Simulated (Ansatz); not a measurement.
Z-matrix (Å, degrees):
```
Al
F 1 1.6382
Cl 1 2.0632 2 119.32
Cl 1 2.0632 2 119.32 3 -180.00
```
Charge +1, spin multiplicity 2.

Calculation: frozen-core CCSD(T)/cc-pVTZ // ωB97X-D3(BJ)/def2-TZVP (Ansatz, a quantum-chemistry and plane-wave program). The geometry is that of the parent before the electron was removed. Warnings of the run: other_roots.

```yaml
HF energy: -1260.23806 Ha
MP2 correlation energy: -0.67262 Ha
```

Problem. Estimate the CCSD correlation energy, the (T) correction, the total energy and the T1 diagnostic.

Solution. 
```
Item                             Result
-----------------------  --------------
CCSD correlation energy     -0.70786 Ha
(T) correction              -0.02894 Ha
CCSD(T) total energy     -1260.97486 Ha
T1 diagnostic                     0.021
```
